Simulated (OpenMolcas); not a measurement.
Computed levels of 5d5 in ions with 73 electrons, in cm-1 above 6S 5/2.

* Program: OpenMolcas
* Method: CASSCF
* Basis: ANO-R2
* Scalar Hamiltonian: X2C, finite nucleus
* Spin-orbit coupling: RASSI with atomic mean-field integrals over the reference wave functions, term energies averaged over their components

Active space for each ion: 5 electrons in 5 orbitals (5d).

```csv
Level,Os3+,Ir4+,Au6+
4G 7/2,25258,27491,31266
4G 11/2,25952,28445,32819
4G 9/2,26698,29483,34618
4P 1/2,29438,32324,37601
4D 7/2,32230,35717,42538
4D 1/2,35842,40239,49112
2I 11/2,36661,40528,48110
2I 13/2,39489,44057,53047
2H 9/2,46792,52017,62111
```

Task: Estimate 4G 7/2, 4G 11/2 for Pt5+ from its neighbours Ir4+ and Au6+.

Result: 4G 7/2 is another term, which grows about linearly with the charge: (27491 + 31266) / 2 = 29378. The calculation gives 29400, so the estimate is off by -0.1 %.
4G 11/2 is another term, which grows about linearly with the charge: (28445 + 32819) / 2 = 30632. The calculation gives 30649, so the estimate is off by -0.1 %.

Mixed levels, with the weight of the term that names them: Os3+ 4P 1/2 (67 %), Os3+ 4D 1/2 (71 %), Os3+ 2H 9/2 (55 %), Ir4+ 4G 7/2 (73 %), Ir4+ 4P 1/2 (66 %), Ir4+ 4D 7/2 (73 %), Ir4+ 4D 1/2 (70 %), Ir4+ 2H 9/2 (55 %), Pt5+ 4G 7/2 (68 %), Pt5+ 4P 1/2 (64 %), Pt5+ 4D 7/2 (68 %), Pt5+ 4D 1/2 (70 %), Pt5+ 2I 11/2 (73 %), Pt5+ 2H 9/2 (54 %), Au6+ 4G 7/2 (63 %), Au6+ 4G 11/2 (74 %), Au6+ 4P 1/2 (63 %), Au6+ 4D 7/2 (62 %), Au6+ 4D 1/2 (70 %), Au6+ 2I 11/2 (70 %), Au6+ 2H 9/2 (53 %).

Without dynamic correlation excited terms often stand tens of per cent too high (terms of higher spin than the ground term too low), and those without a measured partner can miss by more than the paired ones. Only configurations of the active space appear.
